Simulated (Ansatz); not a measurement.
Ansatz (a first-principles code) input:

Ansatz 0.2 input:
```yaml
crystal:
  periodic: [false, false, false]
  atoms:
    - {symbol: Cr, position_ang: [-0.37149477, -0.18847541, -0.30198861]}
    - {symbol: O, position_ang: [0.98086396, 0.39835005, 0.78342565]}
    - {symbol: H, position_ang: [1.06896287, 1.33660947, 0.98032153]}
basis:
  gaussian:
    orbitals: def2-TZVP
hamiltonian:
  xc: b3lyp
  dispersion: d3bj
magnetization: {spin_polarized: true, initial_magnetization: 5}
phonons: {temperatures: {t_min: 298.15, t_max: 298.15, t_step: 100}}
```

Problem. What final total energy does it print?

Solution. -1120.35011 Eh (B3LYP-D3(BJ)/def2-TZVP). The basis has 82 functions.

The spin state was set by rule; other spins were not relaxed.
